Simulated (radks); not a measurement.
Results of a calculation; reference values are marked as such.
Problem. Coherent X-ray form factor from a spherical all-electron density. Level of theory: scalar-relativistic Kohn-Sham, PBE, spin-unpolarised, spherical densities, finite nucleus; Fermi nuclear charge, rms radius of each element as measured or else 0.836 A^(1/3) + 0.57 fm (a radial shooting solver on a logarithmic mesh with Libxc functionals).

sin(theta)/lambda (1/angstrom),f0 (electrons)
0.05,42.523
0.1,41.169
0.15,39.144
0.2,36.712
0.25,34.132
0.3,31.603
0.4,27.159
0.5,23.752
0.6,21.228
0.8,17.675
1,14.858
1.25,11.748
1.5,9.274
2,6.443

The species is in the configuration that NIST lists as its ground one. Which atom or ion scatters so?

Solution. The palladium ion Pd3+, [Kr] 4d7. Extrapolating in s^2 from the first two rows gives f0(0) = 43.0, near the electron count 43; among species with that count, the fall with angle is slower the higher Z, and the table is that of Z = 46; from so few rows the species is fixed only to a neighbour or two.
